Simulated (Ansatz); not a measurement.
```xyz
9

B    -0.3815   -1.8560    1.0588
O    -0.2410   -0.5973    0.6502
Al   -0.0633    1.0039    0.1514
N     0.5388    1.3037   -1.4733
H    -1.4275   -2.4288    0.8814
H     0.5391   -2.4146    1.6014
H    -0.4347    2.1705    1.1350
H     0.7921    0.5964   -2.1435
H     0.6779    2.2221   -1.8615
```

The species carries charge 0 and has multiplicity 1.

Task: List the ωB97M-V/def2-TZVPP orbital energies in eV (Ansatz 0.2.0). (Estimate.)

Result: The calculation gave: Occupied: -1531.96, -526.01, -393.93, -188.12, -116.59, -76.24, -76.11, -76.05, -30.45, -25.94, -18.01, -15.98, -14.69, -14.06, -13.93, -13.20, -11.49, -10.40, -9.89. Lowest empty: 1.43, 1.59, 1.67, 2.44, 3.35, 3.69, 4.06, 4.38.
